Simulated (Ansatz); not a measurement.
`[CH3][Y]([CH3])[OH]`, relaxed with RKS PBE0-D4/def2-TZVP in the Gaussian-basis code of Ansatz from a GFN2-xTB geometry. The force threshold is 0.005 eV/Å; the program also tests the step.

Total charge 0; spin multiplicity 1. Y: def2 effective core potential.

Start:

```xyz
11

C    -0.978   -0.872   -1.472
Y    -0.244    0.909   -0.091
C     0.232    0.133    2.092
O     1.460    1.531   -0.956
H    -0.918   -0.639   -2.539
H    -0.262   -1.681   -1.270
H    -1.980   -1.261   -1.277
H     1.185   -0.403    1.978
H    -0.502   -0.579    2.480
H     0.381    0.897    2.856
H     1.628    1.965   -1.801
```

```tsv
step	energy (eV)	largest force (eV/Å)	largest move (Å)
1	-5275.7649	0.670	0.000
2 (rejected)	-5275.7481	2.301	0.197
3	-5275.8181	0.794	0.096
4	-5275.8581	0.605	0.100
5	-5275.8867	1.171	0.145
6	-5275.9316	0.265	0.200
7	-5275.9489	0.145	0.200
8	-5275.9509	0.043	0.102
9	-5275.9518	0.023	0.039
10	-5275.9518	0.040	0.003
11	-5275.9520	0.023	0.014
12	-5275.9521	0.033	0.017
13	-5275.9521	0.002	0.007
```

End:

```xyz
11

C    -1.046   -0.973   -1.461
Y    -0.163    0.815   -0.201
C     0.270    0.127    2.014
O     1.323    1.833   -1.079
H    -1.148   -0.791   -2.538
H    -0.387   -1.848   -1.360
H    -2.031   -1.302   -1.099
H     1.226   -0.412    2.071
H    -0.494   -0.572    2.383
H     0.341    0.937    2.753
H     2.110    2.186   -1.483
```

It took 33 s on 4 threads of an Arm Neoverse V1 on a shared host, with 0.41 GiB of host memory at the peak.
